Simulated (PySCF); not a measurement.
**Diatomics of F with the fifth-period p block**

CCSD(T) with double-zeta basis sets in PySCF, for the lowest determinant that a PBE0 search found; no spin–orbit coupling. De refers to high-spin ground-configuration atoms.

```tsv
M	basis	reference, frozen orbitals	state (unpaired electrons)	Re (Å)	ωe (cm⁻¹)	De (eV)
In	def2-SVP	RHF, 5	singlet (closed shell)	1.996	573	5.02
Sn	x2c-SVPall	UHF, 19	doublet (π ↑)	1.965	611	4.31
Sb	def2-SVP	UHF, 5	triplet (π ↑↑)	1.956	617	3.29
Te	def2-SVP	UHF, 5	doublet (π ↑)	1.952	617	2.77
I	def2-SVP	RHF, 5	singlet (closed shell)	1.961	598	2.25
```

The shortest bond is that of TeF (1.952 Å), the longest that of InF (1.996 Å). InF is bound most strongly (5.02 eV) and IF least (2.25 eV).

The rows differ in basis set, which adds steps of its own.

The state changes along the series, so neighbouring rows are not always alike in their bonding.

Correlated steps freeze the inner cores (5 to 19 orbitals); shallow outer-core shells are correlated. Correlated levels converge slowly with the basis: in double zeta they bind strong bonds too weakly, by up to about 1 eV, and carry superposition errors of some tenths. Spin–orbit coupling is left out, which matters for elements this heavy, above all for dissociation energies. Where the molecule has an RHF reference, its open-shell atoms are computed with UHF. States were picked by a PBE0 search and need not be the measured ground states.
